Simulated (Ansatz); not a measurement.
This Ansatz (a first-principles code) input (MP2/cc-pVTZ) gives -125.06035 Eh with 74 basis functions. A basis named .json is the Basis Set Exchange file of that set (core-valence sets with the plain set on hydrogen).

Ansatz 0.2 input:
```yaml
crystal:
  periodic: [false, false, false]
  atoms:
    - {symbol: B, position_ang: [-0.61802600, 0.41469115, 0.02416884]}
    - {symbol: F, position_ang: [0.52723220, -0.20936331, -0.00695393]}
    - {symbol: H, position_ang: [-1.65495985, -0.18918598, -0.05825890]}
basis:
  gaussian:
    orbitals: cc-pVTZ
    fitting: {mean_field: def2-universal-jkfit, correlation: cc-pVQZ-RIFIT.json}
magnetization: {spin_polarized: true, initial_magnetization: 1}
correlation: {method: mp2, electrons: outside_noble_gas}
```

Change:
```diff
- fitting: {mean_field: def2-universal-jkfit, correlation: cc-pVQZ-RIFIT.json}
+ fitting: {mean_field: def2-universal-jkfit, correlation: def2-SVP-RIFIT.json}
```

Task: What does the run give now?

Result: -125.06359 Eh (MP2/cc-pVTZ, 74 functions), a change of -3.24 mEh.
